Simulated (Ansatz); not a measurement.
Basis-set series for CH₈BSbSi, SMILES `B[SiH2][SbH][CH3]`. The species carries charge 0 and has multiplicity 1. Sb takes the def2 core potential. The geometry is a stationary point of PBE0-D4/def2-TZVP. It is one conformer, not always the lowest.

```
functional       basis  functions  energy (Eh)  HOMO (eV)  LUMO (eV)
   PBE0-D4    def2-SVP        112   -597.13968      -6.48      -1.34
   PBE0-D4  def2-TZVPP        266   -597.32432      -6.48      -1.43
   ωB97M-V    def2-SVP        112   -597.20581      -8.36       0.52
   ωB97M-V  def2-TZVPP        266   -597.39880      -8.39       0.30
```

Question: Give the rows for def2-QZVPP. (An estimate is asked.)

Answer: Computed: 
```json
{"functional": "PBE0-D4", "basis": "def2-QZVPP", "functions": "506", "energy (Eh)": "-597.34007", "HOMO (eV)": "-6.48", "LUMO (eV)": "-1.45"}
{"functional": "ωB97M-V", "basis": "def2-QZVPP", "functions": "506", "energy (Eh)": "-597.41407", "HOMO (eV)": "-8.39", "LUMO (eV)": "0.22"}
```

Positive LUMOs are unbound and depend on the basis.
